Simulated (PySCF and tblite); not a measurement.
methyl benzenesulfonate, C₇H₈O₃S, numbered as in [CH3:1][O:2][S:3](=[O:4])(=[O:5])[c:6]1[cH:7][cH:8][cH:9][cH:10][cH:11]1.

The ensemble was built from 90 distance-geometry starts (ETKDG and KDG, MMFF94s, GFN2-xTB) and rests on GFN2-xTB geometries. Weights use PBE0-D3(BJ)/pcSseg-1 (IEF-PCM, chloroform) energies plus GFN2-xTB zero-point and thermal terms (modes under about 100 cm⁻¹ blended into free rotors). Symmetry numbers and mirror images are counted. Conformers within 3 kcal/mol (GFN2-xTB free energy) were kept, 10 at most. GIAO shieldings: PBE0/pcSseg-1 (IEF-PCM, chloroform). Shifts are against TMS (¹H), TMS (¹³C) at the same level. Codes: tblite and PySCF.

Torsions listed: C1–O2–S3–O4, O2–S3–C6–C7. Of a mirror pair one member is shown.

| conformer | shape | weight % | dipole D |
| --- | --- | --- | --- |
| 1 | 35°, -79° | 74.0 | 6.31 |
| 2 | -65°, -89° | 26.0 | 4.34 |

How do the computed shifts compare with measured ones?


```
nucleus  signal  leading conformer  average  measured  medium
     ¹H  H7/H11               8.19     8.20     7.859    CCl4
     ¹H  H8/H10               8.09     8.08     7.511    CCl4
     ¹H      H9               8.16     8.16     7.588    CCl4
```

Measured values: Shapiro, Mohrmann, J. Phys. Chem. Ref. Data 1977, 6, 919. Mean difference for ¹H: 0.49 ppm, scatter 0.11 ppm. The computed shifts are unscaled and lack vibrational corrections.


Conformer gaps in pcSseg-1 on xTB geometries can be 2 kcal/mol off for S=O, P=O and other polar bonds.